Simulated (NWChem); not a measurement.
A series in which one site is exchanged, each optimised at PBE0/def2-SVP with NWChem, gas phase unless a solvent is named. Some are not confirmed as minima by frequencies. def2 effective core potentials on Hf; no spin-orbit coupling.

A: F[Si](Cl)(Cl)Cl (SiCl3F; site = Si)
B: [F][Hf]([Cl])([Cl])[Cl] (HfCl3F; site = Hf)
C: FC(Cl)(Cl)Cl (CCl₃F; site = C)
D: [Ge]([Cl])([Cl])([Cl])[F] (GeCl₃F; site = Ge)

**Question.** Rank them by dipole (D), PBE0/def2-SVP, lowest first.

**Answer.** B (0.07), C (0.30), A (0.58), D (0.90)
